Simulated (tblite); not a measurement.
Compound: C5H11ClOSi.
SMILES with atom numbers: `[Cl:1][CH2:2][CH2:3][O:4][SiH:5]1[CH2:6][CH2:7][CH2:8]1` (hydrogens: H9, H10 on C2; H11, H12 on C3; H13 on Si5; H14, H15 on C6; H16, H17 on C7; H18, H19 on C8)

Structure optimised with GFN2-xTB, isolated species.

Entries marked ? are missing. Bonds in one row agree within 0.01 Å.

| coordinate | value |
| --- | --- |
| Cl1–C2 | ? |
| C2–C3 | ? |
| C3–O4 | 1.386 Å |
| O4–Si5 | ? |
| Si5–C6 | ? |
| C6–C7, C7–C8 | 1.539 Å |
| Si5–C8 | ? |
| C2–H9, C2–H10 | 1.089 Å |
| C3–H11, C3–H12 | 1.096 Å |
| Si5–H13 | 1.464 Å |
| C6–H14, C8–H19 | 1.088 Å |
| C6–H15, C8–H18 | 1.086 Å |
| C7–H16 | 1.089 Å |
| C7–H17 | 1.090 Å |
| Cl1–C2–C3 | 109.8° |
| C2–C3–O4 | 112.4° |
| C3–O4–Si5 | ? |
| O4–Si5–C6 | ? |
| O4–Si5–C8 | ? |
| C6–Si5–C8 | 76.6° |
| Si5–C6–C7 | ? |
| C6–C7–C8 | 100.0° |

**Question.** Estimate the withheld lengths and angles.

**Answer.** 
- Cl1–C2 = 1.775 Å, drawn single (alkyl chlorine to sp3 C–Cl carbon); 0.01 Å below the sum of covalent radii, 1.78 Å.
- C2–C3 = 1.521 Å, drawn single (sp3 C–Cl carbon to sp3 carbon bound to oxygen); equal to the sum of covalent radii, 1.52 Å.
- O4–Si5 = 1.630 Å, drawn single (silyl ether oxygen to oxygen-bound silicon); 0.14 Å below the sum of covalent radii, 1.77 Å.
- Si5–C6 = 1.896 Å, drawn single (oxygen-bound silicon to sp3 carbon bound to silicon); 0.03 Å above the sum of covalent radii, 1.87 Å.
- Si5–C8 = 1.908 Å, drawn single (oxygen-bound silicon to sp3 carbon bound to silicon); 0.04 Å above the sum of covalent radii, 1.87 Å.
- C3–O4–Si5 = 127.6°, at the silyl ether oxygen; the outer atoms are 2.709 Å apart.
- O4–Si5–C6 = 109.8°, at the oxygen-bound silicon; the outer atoms are 2.889 Å apart.
- O4–Si5–C8 = 121.8°, at the oxygen-bound silicon; the outer atoms are 3.094 Å apart.
- Si5–C6–C7 = 90.1°, at the sp3 carbon bound to silicon, inside a 4-membered ring; the outer atoms are 2.443 Å apart.

Radii are Cordero's, carbon taken as 0.76, 0.73 or 0.69 Å for four, three, and two or fewer neighbours.

Its GFN2-xTB frequencies are all real (lowest 54 cm⁻¹). One conformer, not necessarily the lowest (Cl1–C2–C3–O4 69°, C2–C3–O4–Si5 -63°, C3–O4–Si5–C6 -176°, O4–Si5–C6–C7 -132°, Si5–C6–C7–C8 16°, C6–C7–C8–Si5 -16°, O4–Si5–C8–C7 118°). 3 starts were optimised and ended at 0.00, 2.12 and 2.18 kcal/mol (GFN2-xTB); the lowest of these is shown.

The numbers are calculated, not measured.
